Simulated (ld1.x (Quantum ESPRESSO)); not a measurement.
**chromium (Cr), RRKJ: configuration errors across variants**

ld1.x (Quantum ESPRESSO) 7.5 input, shortened:

```
&input
   title='Cr', zed=24., rel=1, dft='BP', iswitch=3,
   config='[Ar] 3d4 4s0 4p0'
 /
 &inputp
   pseudotype=2, tm=.false., lloc=1,
   nlcc=.true.
 /
3
4S  1  0   0.00   0.00  2.10  2.10  0.0
3D  3  2   4.00   0.00  1.40  1.40  0.0
3P  2  1   6.00   0.00  1.15  1.15  0.0
 &test
   configts(1)='3p6 3d4 4s0 4p0'
 /
```

All-electron excitation energies from the reference (eV): (1) 3p6 3d5 4s1 4p0 -23.225; (2) 3p6 3d5 4s0 4p0 -16.148; (3) 3p6 3d3 4s0 4p0 30.799; (4) 3p6 3d6 4s0 4p0 -21.463; (5) 3p5 3d5 4s1 4p0 28.413; (6) 3p6 3d4 4s1 4p0 -15.074; (7) 3p6 3d5.5 4s0.5 4p0 -22.486.

The default core radius of the base comes out at 0.46 bohr.

A true bound ghost makes a file unfit for plane-wave use even where its test errors are small: the radial tests pick states by their node count and pass the ghost by.

Errors AE − PS in meV (a dash: test not solved or not reliable):

```tsv
change	(1)	(2)	(3)	(4)	(5)	(6)	(7)	bound ghosts
base	+18	-13	-16	-26	-107	-9.6	+0.9	s
core correction none	+28	-4.1	+7.3	-8.8	-91	-6.5	+14	s
core correction a·sin(br)/r model core inside 0.46 bohr	+18	-13	-16	-26	-107	-9.6	+0.9	s
core correction a·sin(br)/r model core inside 0.60 bohr	+18	-13	-16	-26	-105	-9.6	+0.9	s
core correction a·sin(br)/r model core inside 0.76 bohr	+18	-13	-16	-26	-103	-9.6	+0.9	s
core correction a·sin(br)/r model core inside 1.02 bohr	+18	-13	-16	-26	-102	-9.6	+0.9	s
core correction a·sin(br)/r model core inside 1.10 bohr	+18	-13	-16	-26	-101	-9.6	+1.0	s
core correction a·sin(br)/r model core inside 1.26 bohr	+18	-13	-14	-25	-100	-9.5	+1.1	s
core correction a·sin(br)/r model core inside 1.36 bohr	+18	-13	-13	-25	-99	-9.4	+1.3	s
```

Question: Give the same row for: core correction a·sin(br)/r model core inside 0.86 bohr.

Answer: +18, -13, -16, -26, -103, -9.6, +0.9; bound ghosts: s.
